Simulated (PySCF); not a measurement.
Optical rotation: `B[Si@@H]1C[C@@]1(F)C(C)C`, C5H12BFSi

Cartesian coordinates in Å; atom numbers follow the order of the lines, from 1:
```xyz
20

B     3.1110    1.4172   -0.5757
Si    1.7311    0.8392    0.5925
C     1.2902   -1.0301    0.7461
C     0.3200   -0.3005   -0.1166
F     0.4354   -0.6049   -1.4596
C    -1.1265   -0.1458    0.2904
C    -1.8923   -1.4453    0.0279
C    -1.7677    1.0239   -0.4538
H     3.6285    2.4557   -0.4125
H     3.4634    0.7700   -1.4849
H     1.1317    1.4805    1.7721
H     0.9042   -1.4050    1.6820
H     1.9125   -1.7489    0.2337
H    -1.1364    0.0648    1.3648
H    -1.8661   -1.6858   -1.0324
H    -2.9302   -1.3423    0.3364
H    -1.4436   -2.2689    0.5789
H    -1.7194    0.8547   -1.5270
H    -1.2407    1.9481   -0.2246
H    -2.8105    1.1339   -0.1667
```

Computed, not measured: PySCF 2.14.0, TDDFT CAM-B3LYP/def2-SVPD circular dichroism and optical rotation, one conformer, gas phase. Geometry: GFN2-xTB.

The molecule is flexible and this is one conformer; a measurement averages over conformers.

Stereocentres: Si2 R, C4 R.

Question: What is the specific rotation at 633, 589.3, 546, 436, 405, 365, 355 nm?

Answer: [α] in deg dm⁻¹ (g/mL)⁻¹:
```
λ (nm)  origin-invariant length gauge  modified velocity gauge  length gauge (centre of mass)  isotropic polarisability (au)
   633                          -63.0                    -43.8                          -71.7                          116.6
 589.3                          -71.8                    -48.4                          -82.7                          117.9
   546                          -81.7                    -52.4                          -95.6                          119.8
   436                          -84.2                    -20.2                         -120.8                          129.9
   405                          -33.2                    +55.7                          -90.6                          137.0
   365                         +349.4                   +511.9                         +205.1                          159.5
   355                         +683.6                   +884.6                         +476.5                          172.8
```

The shortest wavelength is close to the first absorption, where this undamped response comes out too large.

Where the gauges differ in sign the basis doesn't settle the rotation.

Question: And for the mirror image at 589.3 nm?

Answer: +71.8 deg dm⁻¹ (g/mL)⁻¹ (origin-invariant length gauge): the same size and the opposite sign.

Question: What is the molar rotation [Φ] = [α]·M/100 of the geometry above at 589.3 nm?

Answer: With M = 130.04 g/mol, -93.4 deg cm² dmol⁻¹ (origin-invariant length gauge).

The first excitation lies at 3.87 eV (320 nm) with R = +7.7 × 10⁻⁴⁰ esu² cm² (velocity form).
